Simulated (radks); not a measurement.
Problem. The table gives one normalised radial function P(r) = r R(r) (large component) of H in 1s1 (r in bohr). All-electron calculation, Dirac Kohn-Sham, BLYP, spin-unpolarised, spherical densities, finite nucleus; Gaussian nuclear charge, rms radius 0.8783 fm. Program: a radial shooting solver on a logarithmic mesh with Libxc functionals.

r        P
0.1173  0.2026
0.1479  0.2475
0.1865  0.2998
0.2352  0.3594
0.2967  0.4252
0.3741  0.4948
0.4718  0.5642
0.595   0.6273
0.7504  0.6760
0.9464  0.7011
1.193   0.6940
1.505   0.6494
1.898   0.5674
2.394   0.4564
3.019   0.3317
3.807   0.2123
4.801   0.1157
6.055   0.0518

Which n and l does it have? It may be an empty orbital.

Solution. n = 1, l = 0: the number of nodes gives n - l - 1 = 0, the rise at small r points to l (this Dirac orbital starts outside the nucleus as r^gamma with gamma = sqrt((l + 1)^2 - (Z/c)^2) = 1.00; the j = 1/2 orbital of l + 1 starts with the same power, but with a smaller coefficient, and then steepens), and the extent must fit the shell. The curve is that of 1s1/2. 1s1/2: eigenvalue -6.531 eV, 0 radial nodes, <r> = 1.64 bohr, 90 % of the charge inside 2.97 bohr.
